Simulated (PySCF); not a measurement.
Computed with PBE-D3(BJ)/def2-TZVP // r2SCAN-D4/def2-TZVP in PySCF. Gas-phase values, no solvent. 

Reference species (SMILES): `[NH2][Al]([NH2])[NH2]` (neutral, multiplicity 1).

```yaml
HOMO–LUMO gap: 4.78 eV
LUMO: -0.50 eV
```

Changed species: `[AlH3]` (3 of 3 NH2 replaced by H; the reference has 0 of 3 NH2 replaced by H).

Question: Predict the effect on the HOMO–LUMO gap and LUMO.

Answer: the HOMO–LUMO gap hardly moves; the LUMO decreases by 2.03 eV, to -2.53 eV.
